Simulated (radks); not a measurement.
Task: The samarium ion Sm3+, 59 electrons, occupied as [Xe] 4f5. All-electron calculation, Dirac Kohn-Sham, PBE, spin-unpolarised, spherical densities, point nucleus; open shells fill j = l - 1/2 first. Program: a radial shooting solver on a logarithmic mesh with Libxc functionals. Some entries of the table are withheld. Estimate them.

| orbital | occ. | eigenvalue (eV) | r(max) (bohr) | <r^2> (bohr^2) |
|---|---|---|---|---|
| 1s1/2 | 2 | -46664.35 | 0.01449 | 0.0007047 |
| 2s1/2 | 2 | -7647.635 | 0.08231 | 0.01105 |
| 2p1/2 | 2 | -7249.824 | 0.06237 | 0.008049 |
| 2p3/2 | 4 | -6646.996 | 0.06800 | 0.009292 |
| 3s1/2 | 2 | -1700.395 | 0.2339 | 0.07417 |
| 3p1/2 | 2 | -1529.345 | 0.2209 | 0.06935 |
| 3p3/2 | 4 | -1407.297 | 0.2329 | 0.07655 |
| 3d3/2 | 4 | -1110.891 | 0.1858 | (1) |
| 3d5/2 | 6 | -1084.392 | 0.1891 | (2) |
| 4s1/2 | 2 | -362.9394 | (3) | 0.3777 |
| 4p1/2 | 2 | -297.3220 | 0.5453 | 0.3992 |
| 4p3/2 | 4 | -270.4260 | 0.5708 | 0.4386 |
| 4d3/2 | 4 | -162.4382 | (4) | 0.5085 |
| 4d5/2 | 6 | -157.6128 | (5) | 0.5241 |
| 5s1/2 | 2 | (6) | 1.248 | 2.130 |
| 5p1/2 | 2 | -52.6769 | 1.356 | 2.639 |
| 5p3/2 | 4 | -48.7580 | 1.426 | 2.922 |
| 4f5/2 | 5 | -32.5643 | 0.6031 | (7) |
| 4f7/2 | 0 | -31.9647 | 0.6078 | (8) |
| 5d3/2 | 0 | -24.6500 | 1.838 | 5.507 |
| 5d5/2 | 0 | -24.2509 | 1.868 | 5.671 |
| 6s1/2 | 0 | -21.9207 | 2.972 | 11.28 |

Result: 
(1) 3d3/2 <r^2> (bohr^2): 0.06159
(2) 3d5/2 <r^2> (bohr^2): 0.06361
(3) 4s1/2 r(max) (bohr): 0.5395
(4) 4d3/2 r(max) (bohr): 0.5821
(5) 4d5/2 r(max) (bohr): 0.5903
(6) 5s1/2 eigenvalue (eV): -70.9348
(7) 4f5/2 <r^2> (bohr^2): 1.049
(8) 4f7/2 <r^2> (bohr^2): 1.074
